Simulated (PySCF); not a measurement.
```xyz
3
charge 1 multiplicity 2, angstrom
Te   -0.5146    0.0000    0.0000
S     1.0460   -1.5896    0.0000
S     1.0460    1.5896    0.0000
```

All numbers come from UPBE0 in PySCF with Te def2-TZVP with ECP28, S def2-TZVP; scalar-relativistic core potentials, no spin–orbit coupling; density-fitted integrals.

This geometry of [TeS2]+ is a stationary point at this level.

(1) What is the point group?

(2) Is it a minimum?

(3) List the harmonic modes with their infrared intensities.

(4) What are the dipole moment and the gap between the highest occupied and lowest empty levels of either spin?

(5) Give the atomic charges and bond orders.

## Answers

(1) C2v.

(2) Yes: all harmonic wavenumbers are real.

(3) 
```
symmetry  ω (cm⁻¹)  IR (km/mol)
      a1       146          0.7
      b2       206          172
      a1       528         10.1
```

(4) 0.65 D about the centre of mass and 2.76 eV.

(5) 
| atom | Mulliken | Löwdin | polar tensor | spin (Mulliken) | Mayer order to Te1 |
| --- | --- | --- | --- | --- | --- |
| Te1 | 0.89 | 0.59 | 0.20 | -0.12 | – |
| S2,3 | 0.06 | 0.20 | 0.40 | 0.56 | 1.71 |
Other Mayer orders above 0.3: S–S 0.62.

This need not be the most stable arrangement of these atoms. No spin–orbit coupling is included, which matters more the heavier the element.
